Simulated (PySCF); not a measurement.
## Identify the compound

An unknown has the formula C$_{6}$H$_{8}$O$_{2}$. Its calculated NMR data are:

¹H NMR (600 MHz, computed): δ 7.77 (dt, J = 13.8, 1.1 Hz, 1H), 6.36 (ddd, J = 18.1, 12.5, 11.6 Hz, 1H), 6.10 (ddd, J = 13.8, 12.5, 1.1 Hz, 1H), 5.45 (dt, J = 18.1, 1.3 Hz, 1H), 5.36 (dq, J = 11.6, 1.3 Hz, 1H), 2.06 (s, 3H).

¹³C{¹H} NMR (computed): δ 169.6, 145.9, 140.8, 124.0, 120.2, 21.6.

- spin–spin couplings from B3LYP/pcJ-1 (without the spin–dipole term)
- shielding tensors at PBE0/pcSseg-1 (GIAO)
- geometry: PBE0-D3(BJ)/def2-SVP
- run in PySCF 2.14
- fast rotation and ring inversion assumed for equivalent nuclei, relativity neglected, single conformer, in vacuum

δ = σ(ref) − σ, references computed at the same level: TMS for ¹H and ¹³C.

Task: Choose the structure that fits.
A. C=C/C=C/OC(C)=O
B. CCOc1ccco1
C. COCc1ccoc1
D. O=C1CCC(=O)CC1

Result: A. 

Rings plus π bonds: 3 (no ring in the answer). 6 carbon signals for 6 carbons: no two carbons are equivalent. Carbon types of the structure: 1 × C, 3 × CH, 1 × CH2, 1 × CH3, which accounts for all hydrogens. δC 169.6: ester carbonyl carbon; it is a carbonyl in resonance with an O or N lone pair, the region of acids, esters and amides. δC 145.9: alkene carbon bearing oxygen; an sp2 carbon further deshielded by the attached heteroatom. δC 140.8: alkene CH; the olefinic region. δC 124.0: terminal =CH2 carbon; an sp2 carbon of a C=C bond. δC 120.2: β carbon of an enol-ether or enamine type C=C. The protons at 5.45 and 6.36 share a coupling of 18.1 Hz (vicinal, trans across C=C). The protons at 6.10 and 7.77 share a coupling of 13.8 Hz (vicinal, trans across C=C). The protons at 6.36 and 6.10 share a coupling of 12.5 Hz (vicinal). The protons at 5.36 and 6.36 share a coupling of 11.6 Hz (vicinal, cis across C=C).

The others: CCOc1ccco1 would give 5 signals for carbon-bound and other non-exchanging H, not 6; O=C1CCC(=O)CC1 would give 2 carbon signals, not 6; COCc1ccoc1 would give 5 signals for carbon-bound and other non-exchanging H, not 6.

Splittings below 1 Hz are ignored in the labels, and close J values are merged. Unscaled 3J(H,H) at this level run about 10 % above measured values. Shifts are as computed. Against solution values, carbons near 30 ppm lie about +2 ppm off and those near 130 ppm about +5 ppm. Of 1211 compounds with measured shifts, 218 miss one by over three times the rms of a fit or turn the order of signals round; such compounds aren't used in these exercises.
